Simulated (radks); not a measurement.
The numbers below are computed, except where a source is named.
Coherent X-ray form factor from a spherical all-electron density. Code: a radial shooting solver on a logarithmic mesh with Libxc functionals. Model: scalar-relativistic Kohn-Sham, BP86, spin-polarised, spherical densities, finite nucleus; Fermi nuclear charge, rms radius of each element as measured or else 0.836 A^(1/3) + 0.57 fm.

sin(theta)/lambda (1/angstrom),f0 (electrons)
0.05,64.396
0.1,62.675
0.15,60.078
0.2,56.924
0.25,53.524
0.3,50.127
0.4,43.902
0.5,38.691
0.6,34.356
0.8,27.530
1,22.604
1.25,18.583
1.5,16.071
2,12.572

The species is in the configuration that NIST lists as its ground one. Which atom or ion scatters so?

Answer. The erbium ion Er3+, [Xe] 4f11. Extrapolating in s^2 from the first two rows gives f0(0) = 65.0, near the electron count 65; among species with that count, the fall with angle is slower the higher Z, and the table is that of Z = 68; from so few rows the species is fixed only to a neighbour or two.
